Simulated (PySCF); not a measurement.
These compounds are isomers of formula C₈H₁₁N.

A. SMILES CCNc1ccccc1
B. 2-propylpyridine (c1c(CCC)nccc1)
C. SMILES C/C=C/C(C#N)=C\CC

Spectrum 1. 1H NMR (300 MHz, computed): δ 6.73 (m, 1H), 6.48 (d, 1H), 6.40 (t, 1H), 2.40 (m, 2H), 2.10 (d, 3H), 1.12 (t, 3H). 13C{1H} NMR (computed): δ 155.8 (CH), 143.4 (CH), 128.2 (CH), 123.3 (C), 119.0 (C), 27.1 (CH2), 22.9 (CH3), 15.8 (CH3).

Spectrum 2. 1H NMR (300 MHz, computed): δ 8.84 (d, 1H), 7.92 (m, 1H), 7.42 (d, 1H), 7.26 (m, 1H), 2.96 (t, 2H), 1.69 (m, 2H), 0.82 (t, 3H). 13C{1H} NMR (computed): δ 169.7 (C), 154.7 (CH), 142.3 (CH), 127.1 (CH), 125.5 (CH), 44.5 (CH2), 30.1 (CH2), 14.4 (CH3).

Spectrum 3. 1H NMR (300 MHz, computed): δ 7.45 (m, 2H), 6.87 (t, 1H), 6.65 (d, 2H), 3.16 (q, 2H), 2.82 (br s, 1H), 1.39 (t, 3H). 13C{1H} NMR (computed): δ 153.1 (C), 134.9 (CH), 121.5 (CH), 115.4 (CH), 41.0 (CH2), 16.8 (CH3).

- PBE0/pcSseg-1 with gauge-including orbitals
- geometry from GFN2-xTB
- run in PySCF 2.14.0 with density-fitted response routines
- single conformer, no solvent model, one averaged value for each set of equivalent atoms, no relativistic terms

Chemical shifts δ = σref − σ; 1H and 13C vs TMS, all at this level. Where no couplings were computed, multiplicities follow the n + 1 count of equivalent neighbours, and m marks all less simple cases (inequivalent or close neighbours, rings, F or P nearby). Shifts are as computed. Against solution values, carbons near 30 ppm lie about +3 ppm off and those near 130 ppm about +5 ppm. Of 1211 compounds with measured shifts, 218 miss one by over three times the rms of a fit or turn the order of signals round; such compounds aren't used in these exercises. OH and NH positions are gas-phase values without hydrogen bonding to other molecules.

Q: Match each spectrum to its structure.

A: 1–C, 2–B, 3–A.

- Spectrum 1 (C): 8 13C signals; δC 155.8 is an alkene CH; δC 143.4 is an alkene CH.
- Spectrum 2 (B): 8 13C signals; δC 154.7 is an aromatic CH next to a ring nitrogen; δC 127.1 is an aromatic CH.
- Spectrum 3 (A): 6 13C signals; δC 153.1 is an aromatic carbon bearing nitrogen; δC 134.9 is an aromatic CH.
